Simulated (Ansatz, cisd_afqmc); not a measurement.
System: CaCl, charge 1, singlet. CaCl+ (SMILES [Ca+][Cl]).
B3LYP-D3(BJ)/def2-TZVP minimum from Ansatz (a quantum-chemistry and plane-wave program):
```xyz
2

Ca     0.0000     0.0000    -1.0710
Cl     0.0000     0.0000     1.2600
```
Charge +1, spin multiplicity 1.

Total energies in def2-TZVPP, 8 correlated electrons, 14 frozen orbitals. Open shells are spin-unrestricted; no spin-orbit coupling. Correlated methods leave the cores frozen (noble-gas shells, and filled d and f shells in the p block). No relativity. AFQMC/CISD: phaseless, guided by CISD from CCSD amplitudes; bars are statistical, one sigma. Outlying blocks are dropped, and bars are widened where a walk drifts. Over all cases where full CI ran beside it in this data, AFQMC minus full CI had a median of +0.1 mEh and passed +0.4 mEh in a tenth of the cases. The spin of CaCl+ ([Cl][Ca+], singlet) was assumed, and the state is the lowest solution found for it.

```
method         program          energy (Eh)  minus CCSDTQ (mEh)
----------  ----------  -------------------  ------------------
HF              Ansatz          -1136.14228              227.90
MP2             Ansatz          -1136.34489               25.30
CCSD            Ansatz          -1136.36067                9.52
CCSD(T)         Ansatz          -1136.36939                0.80
CCSDT(Q)        Ansatz          -1136.37018                0.00
CCSDTQ          Ansatz          -1136.37019                0.00
AFQMC/CISD  cisd_afqmc  -1136.3707 ± 0.0004          -0.5 ± 0.4
```

Rough core times of Ansatz's runs on a shared machine: CCSD(T) under 20 s, CCSDT(Q) 30 s, CCSDTQ 20 min.
